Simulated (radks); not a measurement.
Task: Ca16+, configuration [He] 2s2. Method: Dirac Kohn-Sham, LDA (Slater exchange, Perdew-Wang correlation), spin-unpolarised, spherical densities, finite nucleus; Fermi nuclear charge, rms radius 3.4776 fm; computed with a radial shooting solver on a logarithmic mesh with Libxc functionals. Some entries of the table are withheld. Estimate them.

orbital,occ.,eigenvalue (eV),<r> (bohr),r(max) (bohr)
1s1/2,2,-4787.096,(1),0.05027
2s1/2,2,-1052.475,(2),(3)
2p1/2,0,-1011.765,0.2761,(4)
2p3/2,0,-1006.456,0.2780,(5)
3s1/2,0,(6),0.7540,0.7219

Result: 
(1) 1s1/2 <r> (bohr): 0.07643
(2) 2s1/2 <r> (bohr): 0.3226
(3) 2s1/2 r(max) (bohr): 0.2779
(4) 2p1/2 r(max) (bohr): 0.2188
(5) 2p3/2 r(max) (bohr): 0.2204
(6) 3s1/2 eigenvalue (eV): -437.0234
